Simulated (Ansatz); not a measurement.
Ansatz (a quantum-chemistry and plane-wave program) input (HF/6-31G*):

Ansatz 0.2 input:
```yaml
crystal:
  periodic: [false, false, false]
  atoms:
    - {symbol: Si, position_ang: [0.79771589, -0.20992278, 0.74021878]}
    - {symbol: H, position_ang: [1.82486738, -0.48755877, -0.32372275]}
    - {symbol: Cl, position_ang: [-0.76428764, 0.20155752, -0.59054942]}
basis:
  gaussian:
    orbitals: 6-31G*
hamiltonian:
  xc: {name: HF}
phonons: {temperatures: {t_min: 298.15, t_max: 298.15, t_step: 100}}
```

Output:

```
Functional definition: HF
integrals: 0.00 GiB planned
396 factors; integrals over basis functions are off by at most 3.9e-4 eV
mean field: 0.07 GiB planned
mean field evaluation 1: about -20379.9250 eV, gradient 1.2e1 eV
mean field evaluation 2: about -20379.9314 eV, gradient 1.2e1 eV
mean field evaluation 4: about -20380.5205 eV, gradient 1.1e0 eV
mean field evaluation 8: about -20380.5310 eV, gradient 2.8e-2 eV
mean field -20380.53099351 eV, -748.9706995915 hartree, gradient 8.1e-5 eV, S^2 0.000000; 0 other end points of the search recorded, 0 dependent functions left out
the calculation of the forces begins
reference -20380.53099351 eV, -748.9706995915 hartree; 16, 16 occupied and 24, 24 virtual orbitals, 396 factors
these checks for a lower state are left out or cut short: stability, starts, cluster_reference, orbital_swaps, neighbouring_geometries, increment
integrals: 0.00 GiB planned
396 factors; integrals over basis functions are off by at most 3.8e-4 eV
mean field: 0.07 GiB planned
mean field evaluation 16: about -20380.5309 eV, gradient 1.6e-6 eV
mean field -20380.53093696 eV, -748.9706975132 hartree, gradient 1.6e-6 eV, S^2 0.000000; 0 other end points of the search recorded, 0 dependent functions left out
the calculation of the forces begins
reference -20380.53093696 eV, -748.9706975132 hartree; 16, 16 occupied and 24, 24 virtual orbitals, 396 factors
these checks for a lower state are left out or cut short: stability, starts, cluster_reference, orbital_swaps, neighbouring_geometries, increment
integrals: 0.00 GiB planned
396 factors; integrals over basis functions are off by at most 3.9e-4 eV
mean field: 0.07 GiB planned
mean field -20380.53093658 eV, -748.9706974995 hartree, gradient 1.6e-6 eV, S^2 0.000000; 0 other end points of the search recorded, 0 dependent functions left out
the calculation of the forces begins
reference -20380.53093658 eV, -748.9706974995 hartree; 16, 16 occupied and 24, 24 virtual orbitals, 396 factors
these checks for a lower state are left out or cut short: stability, starts, cluster_reference, orbital_swaps, neighbouring_geometries, increment
integrals: 0.00 GiB planned
396 factors; integrals over basis functions are off by at most 3.9e-4 eV
mean field: 0.07 GiB planned
mean field evaluation 32: about -20380.5310 eV, gradient 2.0e-6 eV
mean field -20380.53096294 eV, -748.9706984679 hartree, gradient 2.0e-6 eV, S^2 0.000000; 0 other end points of the search recorded, 0 dependent functions left out
the calculation of the forces begins
reference -20380.53096294 eV, -748.9706984679 hartree; 16, 16 occupied and 24, 24 virtual orbitals, 396 factors
these checks for a lower state are left out or cut short: stability, starts, cluster_reference, orbital_swaps, neighbouring_geometries, increment
integrals: 0.00 GiB planned
396 factors; integrals over basis functions are off by at most 3.8e-4 eV
mean field: 0.07 GiB planned
mean field -20380.53096360 eV, -748.9706984922 hartree, gradient 1.6e-6 eV, S^2 0.000000; 0 other end points of the search recorded, 0 dependent functions left out
the calculation of the forces begins
reference -20380.53096360 eV, -748.9706984922 hartree; 16, 16 occupied and 24, 24 virtual orbitals, 396 factors
these checks for a lower state are left out or cut short: stability, starts, cluster_reference, orbital_swaps, neighbouring_geometries, increment
integrals: 0.00 GiB planned
396 factors; integrals over basis functions are off by at most 3.9e-4 eV
mean field: 0.07 GiB planned
mean field -20380.53096177 eV, -748.9706984249 hartree, gradient 8.9e-7 eV, S^2 0.000000; 0 other end points of the search recorded, 0 dependent functions left out
the calculation of the forces begins
reference -20380.53096177 eV, -748.9706984249 hartree; 16, 16 occupied and 24, 24 virtual orbitals, 396 factors
these checks for a lower state are left out or cut short: stability, starts, cluster_reference, orbital_swaps, neighbouring_geometries, increment
integrals: 0.00 GiB planned
396 factors; integrals over basis functions are off by at most 3.8e-4 eV
mean field: 0.07 GiB planned
mean field -20380.53096208 eV, -748.9706984364 hartree, gradient 9.3e-7 eV, S^2 0.000000; 0 other end points of the search recorded, 0 dependent functions left out
the calculation of the forces begins
reference -20380.53096208 eV, -748.9706984364 hartree; 16, 16 occupied and 24, 24 virtual orbitals, 396 factors
these checks for a lower state are left out or cut short: stability, starts, cluster_reference, orbital_swaps, neighbouring_geometries, increment
integrals: 0.00 GiB planned
396 factors; integrals over basis functions are off by at most 3.8e-4 eV
mean field: 0.07 GiB planned
mean field -20380.53097733 eV, -748.9706989969 hartree, gradient 2.4e-6 eV, S^2 0.000000; 0 other end points of the search recorded, 0 dependent functions left out
the calculation of the forces begins
reference -20380.53097733 eV, -748.9706989969 hartree; 16, 16 occupied and 24, 24 virtual orbitals, 396 factors
these checks for a lower state are left out or cut short: stability, starts, cluster_reference, orbital_swaps, neighbouring_geometries, increment
integrals: 0.00 GiB planned
396 factors; integrals over basis functions are off by at most 3.9e-4 eV
mean field: 0.07 GiB planned
mean field evaluation 64: about -20380.5310 eV, gradient 7.8e-5 eV
mean field -20380.53097685 eV, -748.9706989793 hartree, gradient 8.9e-7 eV, S^2 0.000000; 0 other end points of the search recorded, 0 dependent functions left out
the calculation of the forces begins
reference -20380.53097685 eV, -748.9706989793 hartree; 16, 16 occupied and 24, 24 virtual orbitals, 396 factors
these checks for a lower state are left out or cut short: stability, starts, cluster_reference, orbital_swaps, neighbouring_geometries, increment
integrals: 0.00 GiB planned
396 factors; integrals over basis functions are off by at most 3.9e-4 eV
mean field: 0.07 GiB planned
mean field -20380.53095867 eV, -748.9706983112 hartree, gradient 1.5e-6 eV, S^2 0.000000; 0 other end points of the search recorded, 0 dependent functions left out
the calculation of the forces begins
reference -20380.53095867 eV, -748.9706983112 hartree; 16, 16 occupied and 24, 24 virtual orbitals, 396 factors
these checks for a lower state are left out or cut short: stability, starts, cluster_reference, orbital_swaps, neighbouring_geometries, increment
integrals: 0.00 GiB planned
396 factors; integrals over basis functions are off by at most 3.9e-4 eV
mean field: 0.07 GiB planned
mean field -20380.53095875 eV, -748.9706983140 hartree, gradient 1.6e-6 eV, S^2 0.000000; 0 other end points of the search recorded, 0 dependent functions left out
the calculation of the forces begins
reference -20380.53095875 eV, -748.9706983140 hartree; 16, 16 occupied and 24, 24 virtual orbitals, 396 factors
these checks for a lower state are left out or cut short: stability, starts, cluster_reference, orbital_swaps, neighbouring_geometries, increment
integrals: 0.00 GiB planned
396 factors; integrals over basis functions are off by at most 3.9e-4 eV
mean field: 0.07 GiB planned
mean field -20380.53098273 eV, -748.9706991952 hartree, gradient 1.0e-6 eV, S^2 0.000000; 0 other end points of the search recorded, 0 dependent functions left out
the calculation of the forces begins
reference -20380.53098273 eV, -748.9706991952 hartree; 16, 16 occupied and 24, 24 virtual orbitals, 396 factors
these checks for a lower state are left out or cut short: stability, starts, cluster_reference, orbital_swaps, neighbouring_geometries, increment
integrals: 0.00 GiB planned
396 factors; integrals over basis functions are off by at most 3.9e-4 eV
mean field: 0.07 GiB planned
mean field -20380.53098256 eV, -748.9706991889 hartree, gradient 1.1e-6 eV, S^2 0.000000; 0 other end points of the search recorded, 0 dependent functions left out
the calculation of the forces begins
reference -20380.53098256 eV, -748.9706991889 hartree; 16, 16 occupied and 24, 24 virtual orbitals, 396 factors
Total energy: -20380.53099351 eV, -748.9706995915 hartree
Atom 0 at     0.797716    -0.209923     0.740219 Å, force     0.000060    -0.000017    -0.000176 eV/Å
Atom 1 at     1.824867    -0.487559    -0.323723 Å, force    -0.000078     0.000021     0.000129 eV/Å
Atom 2 at    -0.764288     0.201558    -0.590549 Å, force     0.000017    -0.000004     0.000047 eV/Å
Dipole moment:     0.338798    -0.089766     0.146644 e Å
Vibrations: 530.80 901.11 2229.27 cm⁻¹, zero-point energy 0.226964 eV
```

The blocks after the first are displaced geometries, from whose forces the wavenumbers follow.
